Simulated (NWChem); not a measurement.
Species: BeNH$_{3}$Se; SMILES [NH2][Be][SeH]

```xyz
6

Be     0.0286    -1.1384    -0.0006
N     -0.0050    -2.6343     0.0014
H     -0.0309    -3.2244    -0.8241
H     -0.0103    -3.2221     0.8287
Se     0.1189     0.8932    -0.0034
H     -1.3498     0.9959     0.0150
```
Atoms are numbered in this order, from 1.

Results from NWChem. Pople sets run with spherical d functions. STO-3G and 3-21G are far too small for this property and stand as cheap habits. The geometry was optimised at PBE0/def2-SVP. Field at 589 nm.

| level | isotropic polarisability (bohr³) | anisotropy (bohr³) | relative time |
|---|---|---|---|
| B3LYP/STO-3G | 24.2 | 31.2 | 1 |
| B3LYP/6-31G* | 43.9 | 30.4 | 8 |
| B3LYP/def2-SVP | 45.6 | 26.5 | 5 |
| B3LYP/def2-SVPD | 58.4 | 23.6 | 10 |
| B3LYP/aug-cc-pVDZ | 58.4 | 23.5 | 70 |
| B3LYP/def2-TZVPD | 59.2 | 22.7 | 60 |

Times are rough ratios from one shared machine.
